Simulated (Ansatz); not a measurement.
System: C₆H₇, net charge 0, doublet state. It need not be the lowest isomer of its formula. 
Coordinates optimised at B3LYP-D3(BJ)/def2-TZVP (Ansatz, a program for electronic structure):
```xyz
13

C     -2.1961     0.0859    -0.1761
C     -0.7145     0.1279    -0.0333
C      0.1076     1.1273     0.2807
C      1.5134     0.7606     0.3184
C      1.5828    -0.5466     0.0104
C      0.1947    -1.0750    -0.2410
H     -2.6425    -0.6316     0.5187
H     -2.4900    -0.2223    -1.1838
H     -2.6331     1.0643     0.0200
H      2.3328     1.4229     0.5511
H      2.4772    -1.1491    -0.0544
H     -0.0620    -1.8873     0.4487
H      0.0906    -1.4777    -1.2551
```
Charge 0, spin multiplicity 2.

Quantity: atomisation energy (electronic, to ground-state atoms), in kcal/mol. Cores are frozen in the correlated levels unless marked. Open shells are spin-unrestricted. No spin-orbit coupling. Non-relativistic. The coupled-cluster limit lacks core correlation, which all-electron functionals hold. CBS(X,Y): correlation extrapolated as X^-3; Hartree-Fock from the larger set.

The UHF reference is spin-contaminated (<S^2> 0.49 over the pure value in the largest basis). 

```tsv
level	program	atomisation energy (kcal/mol)
PBE0-D4/def2-TZVPD	Ansatz + dftd4	1378.6
LC-wPBE-D4/def2-TZVPD	Ansatz + dftd4	…
B2GP-PLYP/def2-TZVPD	Ansatz	…
CCSD/6-31G	Ansatz	1176.3
CCSD/6-31G*	Ansatz	1236.2
CCSD(T)/CBS(cc-pVTZ,cc-pVQZ)	Ansatz	…
```

Question: Complete the blanks.

Answer: 
- LC-wPBE-D4/def2-TZVPD, atomisation energy (kcal/mol): 1369.5
- B2GP-PLYP/def2-TZVPD, atomisation energy (kcal/mol): 1338.1
- CCSD(T)/CBS(cc-pVTZ,cc-pVQZ), atomisation energy (kcal/mol): 1351.0
